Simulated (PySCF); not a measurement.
**How methods differ on the ionisation energy of V²⁺**

V²⁺ [Ar] 3d3 (4F) → V³⁺ [Ar] 3d2 (3F), as a difference of total energies. All numbers are calculated (PySCF 2.14, no relativity, point nucleus, in aug-cc-pVTZ with one added diffuse shell each of s, p, d, f, g type (9s8p6d4f3g, 118 functions)). Correlated levels: valence: [Ar] frozen. The calculations carry no spin-orbit coupling.

| method | ionisation energy (eV) |
| --- | --- |
| UHF | 28.350 |
| LDA | 30.215 |
| PBE | 29.970 |
| PBE0 | 29.803 |
| r2SCAN | 29.925 |
| r2SCAN0 | 29.796 |
| BP86 | 29.977 |
| B2PLYP | 29.389 |
| MP2 (valence) | 28.723 |
| SCS-MP2 (valence) | 28.474 |

Q: How much does correlation contribute at MP2 (valence)?

A: 28.723 − (28.350) = 0.373 eV, measured against UHF.

A first-order spin-orbit estimate (lowest level to lowest level, LS coupling) adds -0.009 eV.

These non-relativistic numbers lack the scalar-relativistic shift.

Errors of the correlated levels include the incompleteness of this basis and the frozen core.

For comparison: 29.311 eV (measured; NIST Atomic Spectra Database, ionization energies).
